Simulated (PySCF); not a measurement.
## Computed vibrations of [Pb(CN)3]−

[Pb(CN)3]− (singlet). PySCF 2.14.0, RKS PBE0, Pb def2-SVP with ECP60, C def2-SVP, N def2-SVP; non-relativistic Hamiltonian with scalar-relativistic core potentials where named; density fitting; no spin-orbit coupling. Central differences of gradients.

```xyz
7

Pb    0.0000    0.0000    0.0000
C     2.6045    0.0000    0.0000
N     3.7740    0.0000    0.0000
C    -1.3023    2.2556    0.0000
N    -1.8870    3.2683    0.0000
C    -1.3023   -2.2556    0.0000
N    -1.8870   -3.2684    0.0000
```

Run from Python with OMP_NUM_THREADS=2. Where DIIS fails, smearing, a level shift and second-order steps follow.
It took 31 s on 2 threads of Intel(R) Xeon(R) Platinum 8488C (Sapphire Rapids), on a shared host.

Problem. What are the harmonic wavenumbers and infrared intensities?

Solution. Modes are labelled in D3h; negative numbers are unstable modes, those under 60 cm⁻¹ near the noise; a finer grid moves soft modes by up to 10 cm⁻¹.
| cm⁻¹ | km/mol | symmetry |
| --- | --- | --- |
| -268 | – | a2'' |
| -67 | – | e' |
| -67 | – | e' |
| 36 | 23.0 | a2'' |
| 52 | 26.7 | e' |
| 52 | 26.7 | e' |
| 76 | 0.0 | e'' |
| 76 | 0.0 | e'' |
| 98 | 0.0 | a2' |
| 226 | 154.6 | e' |
| 226 | 154.6 | e' |
| 260 | 0.0 | a1' |
| 2252 | 29.4 | e' |
| 2252 | 29.4 | e' |
| 2253 | 0.0 | a1' |

Problem. Is this a minimum?

Solution. No: 3 unstable; the lowest moves the atoms so:
```
Pb   0.00  0.00  0.08
C    0.00  0.00 -0.57
N    0.00  0.00  0.08
C    0.00  0.00 -0.57
N    0.00  0.00  0.08
C    0.00  0.00 -0.57
N    0.00  0.00  0.08
```
